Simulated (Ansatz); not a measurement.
Start from `F[CH2][AlH][GeH3]` and change one atom or group to get `F[CH2][AlH][O][SiH3]`.

Ansatz, PBE0-D4/def2-TZVP geometries, multiplicity 1. Each molecule was computed in one conformer, which needn't be the lowest.

Scalar relativity is left out up to krypton.

| property | `F[CH2][AlH][GeH3]` |
| --- | --- |
| HOMO energy (PBE0/def2-TZVPP) / eV | -7.51 |
| size of the dipole moment (B3LYP/def2-TZVPP) / D | 1.80 |
| LUMO energy (ωB97M-V/def2-TZVPP) / eV | -0.31 |
| HOMO energy (ωB97M-V/def2-TZVPP) / eV | -9.56 |
| LUMO energy (B3LYP/def2-TZVPP) / eV | -2.14 |
| HOMO–LUMO gap (ωB97M-V/def2-TZVPP) / eV | 9.25 |

Problem. What does the change do to each property? (Best estimate.)

Solution. Ansatz gave: 
```json
{"property": "HOMO energy (PBE0/def2-TZVPP) / eV", "`F[CH2][AlH][O][SiH3]`": "-7.86", "shift": "-0.35"}
{"property": "size of the dipole moment (B3LYP/def2-TZVPP) / D", "`F[CH2][AlH][O][SiH3]`": "1.85", "shift": "0.05"}
{"property": "LUMO energy (ωB97M-V/def2-TZVPP) / eV", "`F[CH2][AlH][O][SiH3]`": "0.57", "shift": "0.88"}
{"property": "HOMO energy (ωB97M-V/def2-TZVPP) / eV", "`F[CH2][AlH][O][SiH3]`": "-10.13", "shift": "-0.57"}
{"property": "LUMO energy (B3LYP/def2-TZVPP) / eV", "`F[CH2][AlH][O][SiH3]`": "-1.22", "shift": "0.92"}
{"property": "HOMO–LUMO gap (ωB97M-V/def2-TZVPP) / eV", "`F[CH2][AlH][O][SiH3]`": "10.70", "shift": "1.45"}
```

With PBE0 the HOMO falls by 0.35 eV and the LUMO rises by 0.96 eV, so the gap widens by about 1.31 eV. PBE moves the HOMO by -0.14 eV and ωB97M-V by -0.57 eV. Dipoles are sizes alone; their direction can turn.

B3LYP here is the variant with VWN-RPA as its local correlation; programs differ in this.
